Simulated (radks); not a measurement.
The numbers below are computed, except where a source is named.
Question: The magnesium ion Mg2+ is in [Ne]. Code: a radial shooting solver on a logarithmic mesh with Libxc functionals. Model: Dirac Kohn-Sham, PBE, spin-unpolarised, spherical densities, finite nucleus; Fermi nuclear charge, rms radius of each element as measured or else 0.836 A^(1/3) + 0.57 fm. Sub-shells are occupied by j as written (lower j first in brackets). One electron is removed from 2p3/2, 2s1/2, 1s1/2, 2p1/2 in turn, with full relaxation. Which removal costs least, and what does each cost?

Answer: 2p3/2 81.079 eV; 2p1/2 81.402 eV; 2s1/2 114.10 eV; 1s1/2 1346.1 eV. The 2p3/2 electron leaves first.
